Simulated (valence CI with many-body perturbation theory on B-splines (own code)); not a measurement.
## Valence orbitals of Se12+

Calculated by configuration interaction combined with many-body perturbation theory (CI+MBPT): four valence electrons over a frozen Dirac-Fock core [Ar], radial functions for each j: 7 s, 7 p, 8 d, 6 f, 4 g, 1 h, with the one-electron correlation potential Σ1, the two-electron term Σ2, the three-electron term Σ3, Breit, model QED; selected CI, second order for the rest, scaled by the run's own slope (own B-spline code, finite nucleus).

No measured spectrum was set against this ion. As an estimate, terms of the open shell hold to 2 to 4 % of their energy, and close levels can change places. The list stops below the first excitations out of the core. Only levels of the ground parity were solved; by the run's estimate the other parity begins above the list, which can be wrong where configurations are misplaced.

These are the spectroscopic orbitals of the CI (the correlating ones are not listed), shaped by the core and the other valence electrons. h is the expectation value of the core's Dirac-Fock operator, without the valence repulsion; Σ1 is computed up to l = 3 at one energy for each symmetry, that of its lowest orbital but kept below the first core excitation, so for empty shells it is not the orbital's own correlation shift; Breit and QED include the response of the core.

| Orbital | h (hartree) | Σ1 (cm⁻¹) | Breit (cm⁻¹) | QED (cm⁻¹) | ⟨r⟩ (bohr) |
| --- | --- | --- | --- | --- | --- |
| 4s1/2 | -11.405 | -6425 | 421 | 304 | 1.171 |
| 5s1/2 | -6.6689 | -2197 | 192 | 139 | 2.014 |
| 6s1/2 | -4.3832 | -1046 | 102 | 74.0 | 3.093 |
| 4p1/2 | -10.577 | -6539 | 629 | -30.5 | 1.213 |
| 5p1/2 | -6.2827 | -2364 | 299 | -14.2 | 2.092 |
| 6p1/2 | -4.1727 | -1156 | 163 | -7.7 | 3.207 |
| 4p3/2 | -10.489 | -6394 | 390 | -4.1 | 1.225 |
| 5p3/2 | -6.2424 | -2334 | 186 | -1.8 | 2.106 |
| 6p3/2 | -4.151 | -1146 | 104 | -0.9 | 3.224 |
| 3d3/2 | -18.872 | -20690 | 684 | -149 | 0.5089 |
| 4d3/2 | -9.2066 | -5935 | 201 | -29.2 | 1.282 |
| 5d3/2 | -5.6546 | -2456 | 99 | -13.5 | 2.236 |
| 3d5/2 | -18.819 | -20447 | 75.8 | -116 | 0.5111 |
| 4d5/2 | -9.1909 | -5899 | 58.6 | -21.4 | 1.284 |
| 5d5/2 | -5.6472 | -2441 | 30.3 | -9.9 | 2.239 |
| 4f5/2 | -8.0653 | -7447 | -17.1 | -8.6 | 1.286 |
| 5f5/2 | -5.1501 | -3652 | -10.0 | -5.1 | 2.295 |
| 4f7/2 | -8.0631 | -7297 | -43.2 | -6.9 | 1.286 |
| 5f7/2 | -5.1486 | -3566 | -25.3 | -4.2 | 2.296 |
| 5g7/2 | -4.9543 |  | -0.7 | -0.5 | 2.105 |
| 5g9/2 | -4.9537 |  | -1.7 | -0.1 | 2.105 |

Among the shells of the start configuration 3d4, Σ1 is largest in size for 3d3/2, where it is 0.50 % of h.

Lowest root of each symmetry, sizes in configuration state functions:

| J | Parity | Roots | Reference | Variational | Second order | Change by selected CI (cm⁻¹) | Change by second order (cm⁻¹) |
| --- | --- | --- | --- | --- | --- | --- | --- |
| 0 | even | 6 | 37 | 7572 | 63112 | -7037 | -4 |
| 1 | even | 5 | 93 | 15386 | 120201 | -6976 | -4 |
| 2 | even | 9 | 133 | 21698 | 176971 | -6931 | -4 |
| 3 | even | 7 | 136 | 23125 | 260618 | -6924 | -5 |
| 4 | even | 8 | 121 | 21994 | 198817 | -6958 | -5 |
| 5 | even | 3 | 88 | 17864 | 114867 | -8946 | -7 |
| 6 | even | 3 | 56 | 14272 | 146000 | -8920 | -7 |
